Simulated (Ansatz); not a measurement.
Gas-phase electronic energies from Ansatz, PBE0-D4/def2-TZVP geometries. CBS: MP2 limit from def2 TZ/QZ plus the TZ coupled-cluster correction, frozen cores. This one scheme is used for every species. DFT in def2-TZVPP. For Se outer-core shells are correlated without core-valence functions, which leaves a few kJ/mol of doubt a bond. Scalar relativity is left out up to krypton. One conformer a species, not always the lowest.

`C=C[SiH](S)Cl` + H₂Se → `S[SiH](Cl)[SeH]` + `C=C`  (ligand exchange at the Si–C bond)

```tsv
level	ΔE (kJ/mol)	difference from CCSD(T)/CBS
LDA (SPW92)	-50.0	5.4
BHLYP-D4	-54.1	1.3
PBE-QIDH	-55.3	0.1
PBE	-56.1	-0.7
BLYP	-53.2	2.2
r2SCAN	-55.2	0.2
PBE0	-56.2	-0.8
BHLYP	-52.6	2.8
RPA@PBE/def2-TZVPP	-46.3	9.1
CCSD/CBS(def2)	-55.5	-0.1
CCSD(T)/CBS	-55.4	0
```

Largest T1 diagnostic among the species: 0.011.

Leaving LDA and LC-ωPBE aside and taking each functional with its dispersion term where it has one, the values, not all of them listed here, spread over 6.9 kJ/mol, from HSE06-D4 to CAM-B3LYP-D4. LDA lies +6.1 kJ/mol from PBE without D4. At CCSD(T), def2-SVP lies +13.3 kJ/mol from the extrapolated value and def2-TZVPP +5.8 kJ/mol.

CCSD(T)/CBS has its own doubt, a few kJ/mol and more with outer-core shells, so smaller differences from it don't rank the levels.
